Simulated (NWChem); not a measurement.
## Basis-set convergence for HIOPb

```xyz
4

Pb     0.5961     0.8402     0.0000
I     -1.3253    -1.2375     0.0000
O      2.2814    -0.4227     0.0000
H      3.1117     0.0715     0.0000
```
Charge 0, spin multiplicity 1.

Program: NWChem. All single points use one geometry, from PBE0/def2-SVP with def2 effective core potentials on I, Pb, a minimum by its harmonic frequencies. It is one conformer; others weren't searched.

Quantity: first vertical ionisation energy at the level G0W0@PBE0.

Effective core potentials replace the inner electrons of I, Pb; spin-orbit coupling is left out. GW and range-separated runs recompute their integrals, the others keep them in memory, which bears on the times. The structure started from a generated list of species.

Relative cost: rough, from shared machines, SCF included, def2-SVP = 1.

### Question
In def2-QZVP the value is 8.98 eV. Among def2-SVP, def2-SVPD, def2-TZVP, def2-TZVPP, def2-TZVPD, which is the smallest basis within 0.2 eV of it?

### Answer
No smaller set comes that close. def2-QZVP isn't the basis-set limit itself, and a small set can land close by cancellation.

```tsv
basis	functions	first vertical ionisation energy (eV)	relative cost
def2-SVP	71	8.28	1
def2-SVPD	98	8.40	under 3
def2-TZVP	137	8.71	5
def2-TZVPP	145	8.72	6
def2-TZVPD	164	8.73	9
def2-QZVP	251	8.98	50
```
